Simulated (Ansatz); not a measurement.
Geometry optimisation, RKS revPBE/def2-SVP (Ansatz).

Input:

```yaml
crystal:
  periodic: [false, false, false]
  atoms:
    - { symbol: Hf, position_ang: [-0.636233, 0.050459, -0.456742] }
    - { symbol: F, position_ang: [-0.014925, -0.021092, 2.659503] }
    - { symbol: F, position_ang: [1.177862, 0.022281, 0.142105] }
    - { symbol: Cl, position_ang: [-0.785523, 1.951799, -1.826921] }
    - { symbol: Cl, position_ang: [-0.944137, -1.856731, -1.794871] }
    - { symbol: S, position_ang: [-2.687007, 0.137648, 1.037035] }
    - { symbol: H, position_ang: [-3.181258, -1.007558, 0.481643] }
    - { symbol: H, position_ang: [-0.90678, -0.149607, 2.902748] }
basis:
  gaussian: { orbitals: def2-SVP }
hamiltonian:
  xc: revpbe
relax:
  f_tol: 0.03
  max_steps: 50
output:
  orbitals: {}
```

Command:

```bash
$ ansatz run input.yaml --threads 4 --pin off --max-ram 5120MiB --backend cpu --events-out ev --progress --plain --runs-dir out
```

Where does it end, and by what steps?

The forces met the threshold. The force dipped under the threshold on the way, but the program's further checks kept it going. After 28 steps the energy has fallen by 1.450 eV; H8 moved furthest, 2.31 Å. Parted: F2–H8 (0.93 → 3.23 Å). Joined: Hf1–F2 (3.18 → 1.92 Å), S6–H8 (2.59 → 1.36 Å).

| step | energy less start (eV) | largest force component (eV/Å) | accepted |
| --- | --- | --- | --- |
| 0 | 0.0000 | 0.482 | yes |
| 1 | -0.0332 | 0.449 | yes |
| 2 | -0.0393 | 0.951 | yes |
| 3 | -0.0443 | 2.075 | yes |
| 4 | -0.2419 | 0.489 | yes |
| 5 | -0.2462 | 1.276 | yes |
| 6 | -0.3397 | 0.732 | yes |
| 7 | -0.3817 | 0.314 | yes |
| 8 | -0.4229 | 0.687 | yes |
| 9 | -0.5430 | 1.047 | yes |
| 10 | -0.7414 | 0.996 | yes |
| 11 | -1.0005 | 0.780 | yes |
| 12 | -1.1981 | 0.743 | yes |
| 13 | -1.2742 | 1.218 | yes |
| 14 | -1.3881 | 0.586 | yes |
| 15 | -1.4088 | 0.306 | yes |
| 16 | -1.4232 | 0.270 | yes |
| 17 | -1.4291 | 0.148 | yes |
| 18 | -1.4315 | 0.108 | yes |
| 19 | -1.4398 | 0.065 | yes |
| 20 | -1.4416 | 0.086 | yes |
| 21 | -1.4164 | 1.031 | no |
| 22 | -1.4460 | 0.050 | yes |
| 23 | -1.4471 | 0.257 | yes |
| 24 | -1.4489 | 0.091 | yes |
| 25 | -1.4499 | 0.004 | yes |
| 26 | -1.4499 | 0.067 | no |
| 27 | -1.4501 | 0.016 | yes |
| 28 | -1.4502 | 0.019 | yes |

```xyz
8
Properties=species:S:1:pos:R:3
Hf -0.006 -0.055 -0.112
F 0.239 -0.389 1.768
F 1.825 -0.019 -0.663
Cl -0.679 2.158 -0.692
Cl -0.812 -1.898 -1.394
S -2.884 -0.116 0.794
H -2.863 -1.247 1.557
H -2.798 0.694 1.888
```

Whether the end is a true minimum wasn't checked by a vibrational analysis.

Time of the run: 69 s on 4 threads of Arm Neoverse V1, on a shared host, peak memory 0.2 GiB.
